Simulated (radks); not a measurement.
Question: Pd I, 46 electrons, occupied as [Kr] 4d8 5s0.5 5p1.5 (fractional occupations, a model configuration). All-electron calculation, scalar-relativistic Kohn-Sham, PBE, spin-polarised, spherical densities, point nucleus; open shells are filled with parallel spins first (spin-orbit coupling, left out, can overturn this in heavy ions). Program: a radial shooting solver on a logarithmic mesh with Libxc functionals. Some entries of the table are withheld. Estimate them.

orbital,occ.,eigenvalue (eV),r(max) (bohr)
1s up,1,-24175.97,0.02066
1s down,1,-24175.95,0.02066
2s up,1,-3538.363,0.1168
2s down,1,-3538.015,0.1168
2p up,3,-3173.238,0.09340
2p down,3,-3172.965,0.09340
3s up,1,-646.0215,0.3418
3s down,1,-645.8300,0.3418
3p up,3,-526.0403,0.3350
3p down,3,-525.8218,0.3350
3d up,5,-335.5583,0.2823
3d down,5,-335.2304,0.2824
4s up,1,-95.5172,0.8507
4s down,1,-94.0451,0.8498
4p up,3,-61.1492,0.9083
4p down,3,-59.6028,0.9071
4d up,5,-12.6085,(1)
4d down,3,-10.9229,(2)
5s up,0.5,(3),2.412
5s down,0,(4),2.424
5p up,1.5,-2.8157,3.178

Answer: 
(1) 4d up r(max) (bohr): 1.076
(2) 4d down r(max) (bohr): 1.073
(3) 5s up eigenvalue (eV): -7.5523
(4) 5s down eigenvalue (eV): -5.8613
